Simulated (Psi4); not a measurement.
Psi4 input (wB97X-D/6-311+G**):

```
memory 1500 MB

molecule {
0 2
N     1.52683700   -0.21046600   -0.24108700
Si   -0.14836000    0.10085200   -0.32272800
O    -0.85056300   -1.33939300    0.10362800
O    -0.37941800    1.36026400    0.73068100
H     1.91498100   -1.07061600   -0.59243000
H     2.19630200    0.54135700   -0.21801500
H    -1.73924300   -1.49636700   -0.22587800
H    -1.14301900    1.91999700    0.56764500
symmetry c1
no_reorient
no_com
}

set {
  basis 6-311+G**
  reference uks
  scf_type df
  df_basis_scf def2-universal-jkfit
  dft_radial_points 99
  dft_spherical_points 590
  e_convergence 1e-8
  d_convergence 1e-7
  maxiter 150
}

e = energy('wb97x-d')
print_out(f'\nFINAL {e:.10f} DIPOLE {variable("CURRENT DIPOLE")[0]:.6f} {variable("CURRENT DIPOLE")[1]:.6f} {variable("CURRENT DIPOLE")[2]:.6f}\n')
```

From the output:

```
              A
    DOCC [    20 ]
    SOCC [     1 ]
    NA   [    21 ]
    NB   [    20 ]

  @DF-UKS Final Energy:  -497.17662222328801

   => Energetics <=

    Nuclear Repulsion Energy =            176.1816415947702978
    One-Electron Energy =               -1036.4336221019812001
    Two-Electron Energy =                 396.1864950877927640
    DFT Exchange-Correlation Energy =     -33.1096713134559977
    Empirical Dispersion Energy =          -0.0014654904139234
    VV10 Nonlocal Energy =                  0.0000000000000000
    Total Energy =                       -497.1766222232880068

  UHF NO Occupations:
  HONO-2 :   19  A 1.9997936
  HONO-1 :   20  A 1.9993575
  HONO-0 :   21  A 1.0000000
  LUNO+0 :   22  A 0.0006425
  LUNO+1 :   23  A 0.0002064
  LUNO+2 :   24  A 0.0001434
  LUNO+3 :   25  A 0.0000351

Computation Completed

Properties will be evaluated at   0.000000,   0.000000,   0.000000 [a0]

Properties computed using the SCF density matrix

 Multipole Moments:

 ------------------------------------------------------------------------------------
     Multipole            Electronic (a.u.)      Nuclear  (a.u.)        Total (a.u.)
 ------------------------------------------------------------------------------------

 L = 1.  Multiply by 2.5417464519 to convert [e a0] to [Debye]
 Dipole X            :         -0.3571983           -0.0000151           -0.3572134
 Dipole Y            :          0.2292645            0.0000094            0.2292739
 Dipole Z            :         -0.7186962           -0.0000132           -0.7187094
 Magnitude           :                                                    0.8346923

 ------------------------------------------------------------------------------------

FINAL -497.1766222233 DIPOLE -0.357213 0.229274 -0.718709

*** Psi4 exiting successfully. Buy a developer a beer!
```

The geometry given is a B3LYP-D3(BJ)/def2-TZVP minimum.
